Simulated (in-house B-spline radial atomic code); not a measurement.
Relativistic effects in the scandium ion Sc⁴⁺, [Ne] 3s2 3p5: non-relativistic Hartree-Fock (point nucleus) against Dirac-Hartree-Fock (Fermi nucleus of rms radius 3.5459 fm), both averages of the configuration, computed with a radial B-spline atomic code at the basis-set limit.

```json
{"orbital": "1s1/2", "ε NR (Eh)": "-167.98", "ε Dirac (Eh)": "-168.97", "<r> NR (bohr)": "0.07353", "<r> Dirac (bohr)": "0.07297", "change of <r> (%)": "-0.8"}
{"orbital": "2s1/2", "ε NR (Eh)": "-21.143", "ε Dirac (Eh)": "-21.329", "<r> NR (bohr)": "0.3428", "<r> Dirac (bohr)": "0.3401", "change of <r> (%)": "-0.8"}
{"orbital": "2p1/2", "ε NR (Eh)": "-17.731", "ε Dirac (Eh)": "?", "<r> NR (bohr)": "0.3071", "<r> Dirac (bohr)": "?", "change of <r> (%)": "?"}
{"orbital": "2p3/2", "ε NR (Eh)": "-17.731", "ε Dirac (Eh)": "-17.691", "<r> NR (bohr)": "0.3071", "<r> Dirac (bohr)": "0.307", "change of <r> (%)": "0.0"}
{"orbital": "3s1/2", "ε NR (Eh)": "-4.3725", "ε Dirac (Eh)": "-4.4002", "<r> NR (bohr)": "1.039", "<r> Dirac (bohr)": "1.034", "change of <r> (%)": "-0.5"}
{"orbital": "3p1/2", "ε NR (Eh)": "-3.4045", "ε Dirac (Eh)": "-3.4216", "<r> NR (bohr)": "1.096", "<r> Dirac (bohr)": "1.091", "change of <r> (%)": "-0.5"}
{"orbital": "3p3/2", "ε NR (Eh)": "-3.4045", "ε Dirac (Eh)": "?", "<r> NR (bohr)": "1.096", "<r> Dirac (bohr)": "?", "change of <r> (%)": "?"}
```

(1) What happens to 3p3/2?

(2) What happens to 2p1/2?

(3) What explains the pattern of contraction and expansion?

(4) By how much does the total energy change?

Results:

(1) Its energy goes to -3.3993 hartree and <r> to 1.096 bohr (+0.02 %).

(2) Its energy goes to -17.866 hartree and <r> to 0.3045 bohr (-0.85 %).

(3) The s and p1/2 orbitals contract directly, as their density near the nucleus moves at relativistic speed. Nothing expands appreciably in this ion.

(4) By -3.6438 hartree, from -755.551 to -759.195.
